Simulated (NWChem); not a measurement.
What each level costs for CH2ClF

SMILES: FCCl
```xyz
5

F      1.3594    -0.7713     0.0000
C      0.6965     0.4075     0.0000
Cl    -1.0767     0.1499     0.0000
H      0.9452     0.9746     0.9090
H      0.9452     0.9746    -0.9090
```
Charge 0, spin multiplicity 1.

Everything below was run with NWChem. The geometry was optimised at B3LYP/def2-SVP, a minimum by its harmonic frequencies.

Basis set: def2-TZVP (111 functions). Each entry is one whole single-point run; the coupled-cluster runs use the TCE module, and the SCF and DFT modules converge to different thresholds.

The correlated methods keep 7 core orbitals frozen. B3LYP has NWChem's definition, with VWN1-RPA local correlation. The structure started from a generated list of species.

Q: Roughly how much processor time does each of these take, relative to RHF: MP2, B2PLYP, PBE, B3LYP, M06-2X, CR-CCSD(T)?

A: B3LYP about the same, within a factor of 3; PBE about the same, within a factor of 3; M06-2X about the same, within a factor of 3; MP2 about the same, within a factor of 3; B2PLYP about the same, within a factor of 3; CR-CCSD(T) about 40 (rough ratios from shared machines).
